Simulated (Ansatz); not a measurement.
A run on `F[SiH](F)S[SiH2]` radical with other settings.

```yaml
crystal:
  periodic: [false, false, false]
  atoms:
    - {symbol: F, position_ang: [-0.107672, 1.909788, -0.126208]}
    - {symbol: Si, position_ang: [-0.173566, 0.899042, 1.093975]}
    - {symbol: F, position_ang: [1.284067, 0.875991, 1.713562]}
    - {symbol: S, position_ang: [-0.766806, -1.015214, 0.453521]}
    - {symbol: Si, position_ang: [0.511421, -1.223280, -1.259559]}
    - {symbol: H, position_ang: [-1.114650, 1.403722, 2.104070]}
    - {symbol: H, position_ang: [0.125853, -0.274566, -2.338793]}
    - {symbol: H, position_ang: [0.333552, -2.632584, -1.696466]}
basis:
  gaussian: {orbitals: "6-31G*", fitting: {mean_field: cc-pVTZ-jkfit}}
magnetization: {spin_polarized: false, initial_magnetization: 3}
hamiltonian: {xc: {name: r2SCANh}}
output: {forces: true}
```

```sh
$ ansatz run in.yaml --threads 4 --pin off --events-out ev --progress --plain --max-ram 10444MiB
```

Shortened log:

```
Functional definition: r2SCANh
611 factors; integrals over basis functions are off by at most 1.5e-1 eV
mean field evaluation 1: about -32061.5648 eV, gradient 3.7e1 eV
mean field evaluation 2: about -32061.5664 eV, gradient 3.7e1 eV
mean field evaluation 4: about -32062.6996 eV, gradient 1.6e1 eV
mean field evaluation 8: about -32064.0600 eV, gradient 3.2e-1 eV
mean field evaluation 16: about -32064.0595 eV, gradient 2.6e-4 eV
mean field -32064.05947840 eV, -1178.3324520311 hartree, gradient 1.5e-5 eV, S^2 3.750000; 7 other end points of the search recorded, 0 dependent functions left out
reference -32064.05949210 eV, -1178.3324525346 hartree; 34, 31 occupied and 59, 62 virtual orbitals, 611 factors
Total energy: -32064.05949210 eV, -1178.3324525346 hartree
Atom 0 at    -0.107672     1.909788    -0.126208 Å, force    -0.185919    -0.219759    -0.393352 eV/Å
Atom 1 at    -0.173566     0.899042     1.093975 Å, force    -0.129182     0.957606     1.602616 eV/Å
Atom 2 at     1.284067     0.875991     1.713562 Å, force     0.291558    -0.289775     0.038065 eV/Å
Atom 3 at    -0.766806    -1.015214     0.453521 Å, force    -3.180358     0.258550     3.749517 eV/Å
Atom 4 at     0.511421    -1.223280    -1.259559 Å, force     3.116794    -0.898963    -4.360140 eV/Å
Atom 5 at    -1.114650     1.403722     2.104070 Å, force    -0.035588     0.241521    -0.164727 eV/Å
Atom 6 at     0.125853    -0.274566    -2.338793 Å, force    -0.124926     0.043602    -0.368702 eV/Å
Atom 7 at     0.333552    -2.632584    -1.696466 Å, force     0.247622    -0.092782    -0.103277 eV/Å
Dipole moment:    -0.431607     0.102260     0.484557 e Å
```

Hardware: 4 threads of an Arm Neoverse V1 on a shared host. Wall time 8 s, peak host memory 0.32 GiB.
